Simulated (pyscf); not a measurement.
# Hydrogen shift: `[OH][Ga]` [singlet] → `[O]=[GaH]`

Gas phase, singlet surface, charge 0. Bonds broken: O2–H3. Bonds formed: Ga1–H3. Optimised with ωB97X-D3(BJ)/def2-SVP in PySCF. Correlated levels are frozen-core, on RHF or UHF. ΔMP2 is the change of the MP2 total energy from the triple- to the quadruple-zeta basis.

Transition state (Å):

```xyz
3

Ga     0.1211    -0.3015     0.8894
O     -1.5187    -0.3725     1.3438
H     -0.6392    -1.1717    -0.2316
```

One imaginary mode, 1087i cm⁻¹; descent along it reached the two sides named.

```tsv
bond	change	reactant side (Å)	saddle	product side
O2–H3	breaks	0.961	1.973	3.2
Ga1–H3	forms	2.560	1.610	1.522
```

Electronic energies relative to the reactant's lowest minimum found (kcal/mol):

```tsv
level	barrier	reaction energy	reverse barrier
ωB97X-D3(BJ)/def2-TZVP	99.3	+45.0	54.3
PBE/def2-TZVP	83.9	+39.6	44.3
r²SCAN/def2-TZVP	88.2	+40.4	47.8
B3LYP-D3(BJ)/def2-TZVP	93.6	+46.2	47.4
PBE0-D3(BJ)/def2-TZVP	95.0	+45.3	49.7
M06-2X/def2-TZVP	103.0	+50.7	52.3
ωB97M-D3(BJ)/def2-TZVP	99.3	+48.1	51.2
HF/def2-TZVP	122.3	+58.9	63.5
MP2/def2-QZVPP	88.0	+38.0	50.0
CCSD/def2-TZVPP	94.0	+45.8	48.3
CCSD(T)/def2-TZVPP	86.4	+41.7	44.8
CCSD(T)/def2-TZVPP + ΔMP2(QZVPP)	85.7	+43.4	42.3
```

With CCSD(T)/def2-TZVPP + ΔMP2(QZVPP) energies and thermal terms (ideal gas, 1 atm, RRHO with modes under 100 cm⁻¹ raised to 100, one conformer, R ln 2 for rigid chiral ones), in kcal/mol:

| T (K) | ΔH‡ | ΔG‡ | ΔH | ΔG |
|---|---|---|---|---|
| 298 | 82.2 | 82.2 | +41.9 | +43.2 |
| 600 | 81.6 | 82.4 | +41.9 | +44.5 |
| 900 | 81.2 | 82.9 | +42.2 | +45.8 |
| 1200 | 80.9 | 83.5 | +42.7 | +46.9 |

One closed-shell reference is unstable to symmetry breaking; treat the single-reference values with care. The CCSD(T) − MP2 part came from Ansatz, without density fitting, on the same reference. The largest closed-shell T1 diagnostic is 0.032, which may signal static correlation. The frozen core leaves the outer d or s,p core shells of the metals and heavy elements correlated in the MP2 and CC values, and def2-TZVPP describes them poorly, which can shift differences by a few kcal/mol. Elements up to Kr have no core potential and no relativistic terms here.
